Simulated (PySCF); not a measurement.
Ti+: ionisation energy

Ti+ [Ar] 3d2 4s1 (4F) → Ti(2+) [Ar] 3d2 (3F), as a difference of total energies. Calculation: PySCF 2.14, in def2-TZVPPD (6s6p4d2f1g, 67 functions); the non-relativistic Hamiltonian (point nucleus). Correlated levels: valence: [Ar] frozen; valence and next inner shell: [Ne] frozen. The calculations carry no spin-orbit coupling.

Q: Order these methods by the ionisation energy they give, lowest first.
A. B3LYP
B. SCS-MP2 (valence and next inner shell)
C. SCS-MP2 (valence)
D. r2SCAN

A: C (12.910 eV), B (13.285 eV), D (13.721 eV), A (13.842 eV).

These non-relativistic numbers lack the scalar-relativistic shift.

Errors of the correlated levels include the incompleteness of this basis and the frozen core.

For comparison: 13.575 eV (measured; NIST Atomic Spectra Database, ionization energies).
